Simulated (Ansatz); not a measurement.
C₆H₁₈BN⁺, that is B(NH3)Et3 with one electron fewer. Charge 1, multiplicity 2. Geometry PBE-D4/def2-SVP; atoms count from 1.

```xyz
26

B     0.009    0.127    0.077
N     1.600    0.423   -0.012
H     2.186   -0.427    0.026
H     1.888    1.015    0.786
H     1.850    0.946   -0.870
C    -0.809    1.401   -0.426
C    -0.522    1.939   -1.833
H    -0.598    2.216    0.312
H    -1.894    1.193   -0.315
H    -1.087    2.867   -2.048
H     0.550    2.195   -1.994
H    -0.810    1.209   -2.619
C    -0.319   -0.616    1.507
C    -0.283    0.456    2.613
H     0.410   -1.427    1.712
H    -1.322   -1.086    1.470
H    -0.438   -0.050    3.592
H     0.687    0.992    2.688
H    -1.083    1.212    2.498
C    -0.342   -1.240   -1.045
C     0.309   -2.564   -0.803
H     0.051   -0.679   -1.925
H    -1.447   -1.265   -1.065
H     0.121   -3.213   -1.693
H     1.413   -2.517   -0.696
H    -0.118   -3.108    0.062
```

(1) Estimate the Mulliken populations from the PBE0/def2-TZVP orbitals of Ansatz.

(2) Where does the spin sit?

(3) And the Mayer bond orders between bonded heavy atoms (over 0.3)?

Results:

(1) 
| atom | charge (e) | spin (α − β) |
| --- | --- | --- |
| B1 | -0.23 | 0.17 |
| N2 | -0.37 | 0.00 |
| H3 | 0.31 | 0.00 |
| H4 | 0.32 | 0.01 |
| H5 | 0.31 | 0.00 |
| C6 | -0.23 | 0.02 |
| C7 | -0.40 | 0.01 |
| H8 | 0.16 | 0.03 |
| H9 | 0.16 | 0.00 |
| H10 | 0.18 | 0.00 |
| H11 | 0.10 | 0.00 |
| H12 | 0.15 | 0.00 |
| C13 | -0.22 | 0.14 |
| C14 | -0.37 | 0.05 |
| H15 | 0.15 | 0.00 |
| H16 | 0.16 | 0.00 |
| H17 | 0.18 | 0.03 |
| H18 | 0.11 | 0.00 |
| H19 | 0.17 | 0.00 |
| C20 | -0.18 | 0.47 |
| C21 | -0.37 | -0.01 |
| H22 | 0.18 | 0.04 |
| H23 | 0.20 | -0.01 |
| H24 | 0.20 | 0.05 |
| H25 | 0.13 | 0.01 |
| H26 | 0.18 | 0.01 |
Mulliken values and Mayer orders depend strongly on the basis.

(2) Summed by element: B 0.17, N 0.00, H 0.15, C 0.68, of 1 unpaired in all. Largest on single atoms: C20 0.47, B1 0.17, C13 0.14.

(3) B1–N2 0.78 (1.62 Å); B1–C6 1.11 (1.60 Å); B1–C13 0.98 (1.64 Å); B1–C20 0.67 (1.80 Å); C6–C7 0.96 (1.53 Å); C13–C14 0.95 (1.54 Å); C20–C21 1.04 (1.49 Å).
